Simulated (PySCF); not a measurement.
C5H5NO.
SMILES: `C=CO/C=C/C#N`

The closed-shell SCF was solved with PySCF and density fitting under several settings on one GFN2-xTB geometry (grid level 2 and gas phase unless stated).

| settings | basis functions | SCF cycles | E (Eh) | HOMO (eV) | LUMO (eV) | dipole (D) |
| --- | --- | --- | --- | --- | --- | --- |
| PBE0/pcSseg-1 | 144 | 14 | -323.0280 | -7.14 | -1.29 | 4.85 |
| PBE0/def2-SVPD | 183 | 14 | -322.8405 | -7.18 | -1.35 | 4.87 |
| HF/6-31G | 73 | 12 | -321.3531 | -9.35 | 2.83 | 4.94 |
| PBE0/3-21G, grid level 1, damping 0.3 at the start, DIIS from the seventh cycle | 73 | 20 | -321.2790 | -6.80 | -0.87 | 4.57 |
| PW91/6-31G-J, IEF-PCM cyclohexane, fitting basis def2-qzvpp-jkfit | 104 | 12 | -323.2961 | -5.73 | -1.90 | 5.28 |
| HF/pcSseg-1, damping 0.1 at the start, DIIS from the seventh cycle | 144 | 15 | -321.4460 | -9.54 | 2.63 | 5.06 |

Problem. Estimate the rows for these settings: (1) wB97X-D/aug-cc-pVDZ, IEF-PCM cyclohexane, fitting basis def2-universal-jkfit; (2) LDA/cc-pVDZ, IEF-PCM chloroform, grid level 4, energy threshold 1e-08 Eh.

Solution. 
| settings | basis functions | SCF cycles | E (Eh) | HOMO (eV) | LUMO (eV) | dipole (D) |
| --- | --- | --- | --- | --- | --- | --- |
| wB97X-D/aug-cc-pVDZ, IEF-PCM cyclohexane, fitting basis def2-universal-jkfit | 206 | 11 | -323.3663 | -8.78 | 0.48 | 5.48 |
| LDA/cc-pVDZ, IEF-PCM chloroform, grid level 4, energy threshold 1e-08 Eh | 123 | 11 | -320.6985 | -5.85 | -2.08 | 5.61 |

Problem. Over all rows, what range does the HOMO–LUMO gap span?

Solution. From 3.77 eV (LDA/cc-pVDZ, IEF-PCM chloroform, grid level 4, energy threshold 1e-08 Eh) to 12.18 eV (HF/6-31G). The functional of the narrowest has no exact exchange, that of the widest 100 % exact exchange.

Problem. Compare two rows with the functional HF: HF/6-31G and HF/pcSseg-1, damping 0.1 at the start, DIIS from the seventh cycle. Which energy is lower, and by how much?

Solution. HF/pcSseg-1, damping 0.1 at the start, DIIS from the seventh cycle (144 functions) lies 0.0929 Eh or 58 kcal/mol below HF/6-31G (73 functions).

wB97X-D ran without the empirical dispersion term, which would shift the total energy alone. Cycle counts include a coarse-grid stage where the run had one. At HF/6-31G the closed-shell solution lies near or past a triplet instability. The species at its GFN2-xTB geometry (one conformer only).

Shape of the structure used: `[CH2:1]=[CH:2][O:3]/[CH:4]=[CH:5]/[C:6]#[N:7]`: C1–C2–O3–C4 180°, C2–O3–C4–C5 180°.
